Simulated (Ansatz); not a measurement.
C2H5FSSi, SMILES `C[Si]1(F)CS1` at its PBE0-D4/def2-TZVP geometry, where that method's forces vanish. The species carries charge 0 and has multiplicity 1.

| atom | x (Å) | y (Å) | z (Å) |
| --- | --- | --- | --- |
| C1 | -1.547 | 0.348 | -0.172 |
| Si2 | 0.190 | -0.159 | -0.524 |
| F3 | 0.541 | 0.241 | -2.026 |
| C4 | 1.553 | -0.116 | 0.685 |
| S5 | 1.025 | -1.883 | 0.255 |
| H6 | -1.685 | 1.413 | -0.372 |
| H7 | -2.241 | -0.211 | -0.804 |
| H8 | -1.788 | 0.145 | 0.873 |
| H9 | 1.387 | 0.125 | 1.731 |
| H10 | 2.565 | 0.098 | 0.353 |

Question: For each bond, give half the difference of the two atoms' forces along it (eV/Å; positive pushes the atoms apart) under PBE-D4, r2SCAN-D4, B3LYP-D4, ωB97M-V in def2-TZVPP. (Estimate.)

Answer: Computed: 
| bond | length (Å) | PBE-D4 | r2SCAN-D4 | B3LYP-D4 | ωB97M-V |
| --- | --- | --- | --- | --- | --- |
| C1–Si2 | 1.843 | -0.12 | -0.02 | 0.03 | -0.01 |
| C1–H6 | 1.092 | 0.10 | -0.01 | -0.05 | -0.05 |
| C1–H7 | 1.092 | 0.10 | 0.00 | -0.04 | -0.05 |
| C1–H8 | 1.091 | 0.10 | -0.02 | -0.05 | -0.04 |
| Si2–F3 | 1.594 | 0.50 | 0.05 | 0.15 | 0.14 |
| Si2–C4 | 1.823 | 0.03 | 0.03 | 0.08 | 0.00 |
| Si2–S5 | 2.068 | 0.22 | 0.09 | 0.19 | 0.01 |
| C4–S5 | 1.894 | 0.30 | 0.24 | 0.40 | 0.13 |
| C4–H9 | 1.086 | 0.07 | -0.04 | -0.12 | -0.09 |
| C4–H10 | 1.086 | 0.08 | -0.04 | -0.12 | -0.09 |

B3LYP here is the variant with VWN-RPA as its local correlation; programs differ in this.
